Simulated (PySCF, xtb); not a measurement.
CHO2, multiplicity 2. Atoms are numbered in the order given.

```xyz
4

O      0.1713     1.1530     0.0000
C     -0.4159     0.1309     0.0000
O      0.0166    -1.1119     0.0000
H      0.9921    -1.1140     0.0000
```
Charge 0, spin multiplicity 2.

Geometry optimised at PBE0-D3(BJ)/def2-TZVP. The isomer is the one that the SMILES or the coordinates give; other isomers of the formula were not compared. The values are those of a single conformer.

Computed with C-PCM-PBE0/def2-SVP (PySCF 2.14.0).

The values are the electrostatic part of the solvation free energy, E(continuum) − E(gas) at the gas-phase geometry, in a cavity of scaled van der Waals radii (PySCF's table); cavitation and dispersion terms are not included. The dipole moment in vacuum is 2.09 D.

Estimate the values in water (ε = 78.36), N,N-dimethylformamide (ε = 37.22), methanol (ε = 32.61). (The exact figures need the calculation; the answer reports its results.)


```csv
solvent,ε,ΔG(elec) (kcal/mol),dipole (D)
water,78.36,-5.7,2.56
"N,N-dimethylformamide",37.22,-5.6,2.55
methanol,32.61,-5.5,2.55
```

For comparison, GFN2-xTB/ALPB(water) (xtb, at the GFN2-xTB geometry, all terms of that model) gives -6.1 kcal/mol.
